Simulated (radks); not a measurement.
Results of a calculation; reference values are marked as such.
The table gives one normalised radial function P(r) = r R(r) of Zn3+ in [Ar] 3d8.5 4p0.5 (r in bohr). Code: a radial shooting solver on a logarithmic mesh with Libxc functionals. Model: scalar-relativistic Kohn-Sham, PBEsol, spin-polarised, spherical densities, finite nucleus; open shells are filled with parallel spins first; Fermi nuclear charge, rms radius 3.9283 fm.

r          P
0.002183  0.0000
0.002865  0.0000
0.003731  0.0000
0.004858  0.0000
0.006377  0.0001
0.008303  0.0002
0.01081   0.0004
0.01408   0.0008
0.01848   0.0018
0.02406   0.0037
0.03133   0.0076
0.04113   0.0156
0.05355   0.0306
0.06973   0.0583
0.09153   0.1089
0.1192    0.1906
0.1552    0.3153
0.2021    0.4875
0.2652    0.7023
0.3454    0.9105
0.4497    1.0617
0.5903    1.0986
0.7686    1.0006
1.001     0.8013
1.314     0.5500
1.711     0.3211
2.228     0.1504
2.9       0.0524
3.807     0.0117
4.957     0.0016
6.455     0.0001

Which n and l does it have? It may be an empty orbital.

Answer. n = 3, l = 2: the number of nodes gives n - l - 1 = 0, the rise at small r (about r^(l+1)) gives l, and the extent must fit the shell. The curve is that of 3d up; the table hardly tells the two spins apart. 3d up: eigenvalue -56.409 eV, 0 radial nodes, <r> = 0.797 bohr, 90 % of the charge inside 1.34 bohr.
